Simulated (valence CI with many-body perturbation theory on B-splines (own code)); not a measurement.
The numbers below are computed, except where a source is named.
## Sr24+: magnetic and hyperfine properties of the levels

Method: configuration interaction combined with many-body perturbation theory (CI+MBPT): four valence electrons over a frozen Dirac-Fock core [Ne], a basis of 11 s, 11 p, 9 d, 7 f, 5 g, 2 h, 1 i functions for each j, with the one-electron correlation potential Σ1, the two-electron term Σ2, the three-electron term Σ3, Breit, model QED; selected CI, second order for the rest (own B-spline code, finite nucleus).

No measured levels were compared; by estimate levels of excited configurations hold to 0.05 to 0.15 % of their energy, terms of the ground configuration to about 0.5 %.

A/g_I is the dipole constant over the nuclear g factor μ/I (μ in nuclear magnetons, uniformly magnetised nucleus), B/Q the quadrupole constant per barn. Both hold the static response of the core; the bare values leave it out. Large factors of s and p1/2 electrons are usually good to 5 to 10 %; those of open d and f shells near neutrality can be off by tens of per cent, and small factors of p3/2, d and f electrons come from cancelling terms and can be off by a factor of two or in sign, in half-filled shells by more. B is blank for J = 1/2, where it vanishes, and for nearly pure S terms. Energies count from the lowest level. Levels with J = 0 are left out.

Names give the largest LS component (configuration and term), which can be under half, so a name can repeat, a term be missing and a line seem to break the LS rules; names also repeat where a configuration has a term twice. Letters in brackets count levels of one name in rising energy.

```csv
Level,E (cm⁻¹),g,A/g_I (MHz),A/g_I bare,B/Q (MHz/b),B/Q bare
3s2 3p2 3P_1,93049,1.499,-2280,-1460,18300,17800
3s2 3p2 3P_2,122330,1.273,40200,39300,11700,11400
3s2 3p2 1D_2,239260,1.223,23000,22700,24800,24100
3s 3p3 5S°_2,537460,1.898,94300,92200,7150,6960
3s 3p3 3D°_1,648700,0.737,-46100,-44100,28600,27800
3s 3p3 3D°_2,666010,1.305,65200,63300,39100,38000
3s 3p3 3D°_3,700950,1.330,83900,81300,-4510,-4330
3s 3p3 1D°_2,772430,1.142,24700,24600,-30000,-29100
3s 3p3 3P°_1,780110,1.327,95000,92000,-30500,-29600
3s2 3p 3d 3F°_2 [a],846010,1.075,62300,60500,-9670,-9190
3s2 3p 3d 3F°_2 [b],882970,0.921,37300,36200,2440,2670
3s 3p3 3S°_1,884450,1.576,-2440,-781,1860,1820
3s2 3p 3d 3F°_3,906860,1.093,21200,21000,21500,21400
3s2 3p 3d 3P°_2 [a],967620,1.302,8490,8920,11900,11900
3s2 3p 3d 3D°_1,971740,0.880,-13500,-12200,7240,7240
3s2 3p 3d 3F°_4,989680,1.248,10000,10300,44400,43800
3s 3p3 1P°_1,1008200,1.242,-26600,-24500,-2770,-2690
3s2 3p 3d 3D°_2,1052700,1.056,7510,7880,-7470,-7150
3s2 3p 3d 3D°_3,1064600,1.277,19000,19100,-5720,-5310
3s2 3p 3d 3P°_1,1076100,1.250,-95.1,901,-17700,-17400
3s2 3p 3d 3P°_2 [b],1092200,1.283,30000,29600,-25500,-24800
3s2 3p 3d 1F°_3,1148200,1.041,13500,13500,33900,33600
3s2 3p 3d 1P°_1,1184900,0.973,-2540,-1940,5400,5460
3p4 3P_2,1265700,1.366,37400,37100,427,552
3s 3p2 3d 5F_1,1282600,0.172,-62600,-60300,1010,1200
3s 3p2 3d 5F_2,1301000,1.104,18800,18800,8650,8650
3s 3p2 3d 5F_3,1326000,1.327,40800,40100,17300,17300
3s 3p2 3d 3P_1 [a],1353900,1.385,40500,40100,-13300,-13000
3s 3p2 3d 5D_2,1371100,1.207,49500,48400,-28700,-28000
3s 3p2 3d 5F_4,1373300,1.364,41100,40500,19300,19400
3s 3p2 3d 5D_3,1380600,1.327,55700,54500,-19800,-19200
3s 3p2 3d 5D_1,1388900,1.471,17700,18400,-16500,-16200
3p4 1D_2,1391900,1.164,27100,26900,-34700,-33700
3s 3p2 3d 5D_4,1404700,1.379,57000,55800,11200,11100
```

Q: Take the isotope of mass number 87, with I = 9/2, μ = -1.09316 μN and Q = 0.305 b. What is the hyperfine structure of 3s 3p3 3D°_2?

A: From the table A = -15800 MHz, B = 11900 MHz. Shifts from the centre of gravity in MHz: F = 5/2: 179000, F = 7/2: 119000, F = 9/2: 43900, F = 11/2: -43000, F = 13/2: -139000.
